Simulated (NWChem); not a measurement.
# Spin states of diphosphane (H$_{4}$P$_{2}$)

```xyz
6

P      1.0086     0.5217     0.0000
P     -1.0086    -0.5217     0.0000
H      1.5409    -0.3163     1.0313
H      1.5409    -0.3163    -1.0313
H     -1.5409     0.3163     1.0313
H     -1.5409     0.3163    -1.0313
```
Charge 0, spin multiplicity 1.

Everything below was run with NWChem. The geometry was optimised at B3LYP/def2-SVP, a minimum by its harmonic frequencies. It is one conformer; others weren't searched.

Basis set: def2-TZVP. The gap is E(triplet) − E(singlet) at the geometry of the singlet, so a negative value puts the higher spin lower. Open shells are unrestricted, coupled cluster uses restricted open-shell references, and the singlet is the closed-shell solution. The triplet is the single determinant that the SCF runs reached, with unpaired electrons in orbitals of symmetry ag and bu (C2h labels); it need not be the lowest triplet, which in molecules with degenerate π orbitals can need several determinants.

```json
[
 {"method": "B3LYP", "vertical singlet-triplet gap (kcal/mol)": "97.8", "relative cost": "1", "difference from CCSD(T)": "-3.6"},
 {"method": "PBE0", "vertical singlet-triplet gap (kcal/mol)": "96.3", "relative cost": "under 3", "difference from CCSD(T)": "-5.1"},
 {"method": "PBE", "vertical singlet-triplet gap (kcal/mol)": "93.9", "relative cost": "under 3", "difference from CCSD(T)": "-7.5"},
 {"method": "HF", "vertical singlet-triplet gap (kcal/mol)": "94.9", "relative cost": "under 3", "difference from CCSD(T)": "-6.5"},
 {"method": "r2SCAN", "vertical singlet-triplet gap (kcal/mol)": "94.1", "relative cost": "under 3", "difference from CCSD(T)": "-7.3"},
 {"method": "B2PLYP", "vertical singlet-triplet gap (kcal/mol)": "99.9", "relative cost": "under 3", "difference from CCSD(T)": "-1.5"},
 {"method": "MP2", "vertical singlet-triplet gap (kcal/mol)": "102.4", "relative cost": "3", "difference from CCSD(T)": "+1.0"},
 {"method": "CCSD(T)", "vertical singlet-triplet gap (kcal/mol)": "101.4", "relative cost": "20", "difference from CCSD(T)": "0.0"},
 {"method": "CR-CCSD(T)", "vertical singlet-triplet gap (kcal/mol)": "101.7", "relative cost": "20", "difference from CCSD(T)": "+0.3"}
]
```

The values span 8.5 kcal/mol, from PBE (lowest) to MP2 (highest). Costs are rough ratios of processor time within this set of runs, SCF included, with B3LYP as 1.

The correlated methods keep 10 core orbitals frozen. B3LYP has NWChem's definition, with VWN1-RPA local correlation. No SCF solution was tested for a lower state. Open-shell Hartree-Fock references start from PBE0 orbitals; any time given for them includes that run. Coupled-cluster values serve here as a point of comparison, not as the truth.
